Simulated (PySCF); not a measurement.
Vertical excitation energies

Species: C7H10NO (charge +1).
Geometry (PBE0-D3(BJ)/def2-SVP, Å), atoms numbered from 1 in this order:
```
atom  x, y, z in Å
C1     4.0781   -0.8613   -1.3511
O2     3.1982    0.2568   -1.3310
C3     1.9493    0.1230   -0.9760
C4     1.1574    1.2931   -0.9679
C5    -0.1593    1.2186   -0.6008
N6    -0.7294    0.0415   -0.2422
C7    -2.1538   -0.0070    0.0966
C8     0.0074   -1.0882   -0.2460
C9     1.3361   -1.0913   -0.6022
H10    4.1516   -1.3160   -0.3516
H11    3.7429   -1.6046   -2.0903
H12    5.0561   -0.4675   -1.6461
H13    1.6032    2.2475   -1.2504
H14   -0.8052    2.0978   -0.5795
H15   -2.7514   -0.1594   -0.8135
H16   -2.3345   -0.8304    0.7971
H17   -2.4467    0.9352    0.5742
H18   -0.5072   -2.0040    0.0501
H19    1.8804   -2.0347   -0.5832
```

The calculation used PySCF, TDDFT wB97X-D/def2-SVPD, vertical, gas phase, core orbitals frozen in the response.

```csv
state,E (eV),ν̃ (cm⁻¹),f,|μ| (D),"main configurations (H = HOMO, L = LUMO)"
S1,5.50,44350,0.017,0.91,"H→L+1 (56%), H-1→L (33%), H→L (9%)"
S2,5.62,45320,0.252,3.44,H→L (80%)
S3,6.57,53000,0.261,3.24,"H-1→L (58%), H→L+1 (38%)"
S4,6.97,56220,0.0002,0.09,"H-2→L (88%), H-4→L (8%)"
S5,7.21,58140,0.621,4.77,H-1→L+1 (85%)
S6,7.75,62530,0.0019,0.26,"H-2→L+1 (83%), H-4→L+1 (15%)"
```

The lowest singlet lies at 5.50 eV (225 nm, ultraviolet) and is weak; its leading configuration is HOMO→LUMO+1 (56%). The most intense listed level is S5 at 7.21 eV (172 nm, f = 0.621), 1.71 eV above S1. Löwdin shares by element: HOMO oxygen 27%, carbon 26% or more, nitrogen 15% (atoms not listed hold the other 32%); LUMO carbon 50% or more, nitrogen 18% (atoms not listed hold the other 32%). The oscillator strengths of these states sum to 1.155; summed over the whole spectrum of an exact calculation they would give the number of electrons, 66 (Thomas–Reiche–Kuhn). Orbital energies (eV): HOMO-3 -16.47, HOMO-2 -15.91, HOMO-1 -14.69, HOMO -13.79, LUMO -4.24, LUMO+1 -3.66, LUMO+2 -1.53. The listed states span 2.25 eV, and the widest gap between neighbours is 0.95 eV (S2 to S3). Singlets were solved by full linear response.

Time: 2.2 min wall; peak memory 1.3 GiB. Hardware: an Arm Neoverse N1 with one thread, no GPU, shared host with 64 logical CPUs at a one-minute load of 62.

One conformer stands for the species.
